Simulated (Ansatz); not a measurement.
The pair A = AlH3 (SMILES [AlH3]) (first 4 atoms), B = C2H6O (SMILES COC); geometry from B3LYP-D3(BJ)/def2-TZVP.
(charge 0, multiplicity 1):
```xyz
13

Al     0.07527    -0.21232     0.65209
H     -1.44493    -0.37966     0.19925
H      0.73711     1.20981     0.36305
H      1.01513    -1.50009     0.62713
C      0.41614    -0.98281     3.57798
O     -0.16109    -0.09028     2.61797
C     -0.96248     0.95213     3.18605
H     -0.37737    -1.47469     4.14388
H      1.06697    -0.42343     4.25279
H      0.99105    -1.71482     3.01957
H     -1.79565     0.51459     3.73873
H     -1.33871     1.55383     2.36360
H     -0.34960     1.56714     3.84727
```

Cores are frozen in the correlated methods. MP2 and its Hartree–Fock in aug-cc-pV(T+d)Z are density fitted.

Programs: Ansatz (an electronic-structure program). 

The counterpoise-corrected interaction energy is E(AB) − E(A in the pair's basis) − E(B in the pair's basis). Total energies (hartree):

```
level                              AB  A in the pair's basis  B in the pair's basis
-----------------------  ------------  ---------------------  ---------------------
HF/aug-cc-pV(D+d)Z       -397.7549218           -243.6303251           -154.0854587
MP2/aug-cc-pV(D+d)Z      -398.3465070           -243.7130135           -154.5914446
HF/aug-cc-pV(T+d)Z       -397.8078691           -243.6392804           -154.1269914
MP2/aug-cc-pV(T+d)Z      -398.5194128           -243.7360450           -154.7371279
CCSD(T)/aug-cc-pV(D+d)Z  -398.4262682           -243.7399469           -154.6452309
```

Q: Work out the counterpoise-corrected interaction energy at the basis-set limit: extrapolate the MP2 correlation part as X⁻³, take Hartree–Fock from the larger set, and add the CCSD(T) − MP2 difference of aug-cc-pV(D+d)Z.

A: 
1. Differences (1 hartree = 627.509 kcal/mol): HF/aug-cc-pV(D+d)Z -24.559; MP2/aug-cc-pV(D+d)Z -26.386; HF/aug-cc-pV(T+d)Z -26.103; MP2/aug-cc-pV(T+d)Z -29.016; CCSD(T)/aug-cc-pV(D+d)Z -25.785.
2. Correlation parts, MP2 less HF: -1.827 in aug-cc-pV(D+d)Z (X = 2), -2.913 in aug-cc-pV(T+d)Z (X = 3).
3. Limit (3³·(-2.913) − 2³·(-1.827))/(3³ − 2³) = -3.371; with HF/aug-cc-pV(T+d)Z it gives -29.474.
4. CCSD(T) less MP2 in aug-cc-pV(D+d)Z: 0.601.
Result: -28.87 kcal/mol, against -26.39 at MP2/aug-cc-pV(D+d)Z. It is an estimate of this method's limit, not of the exact value.
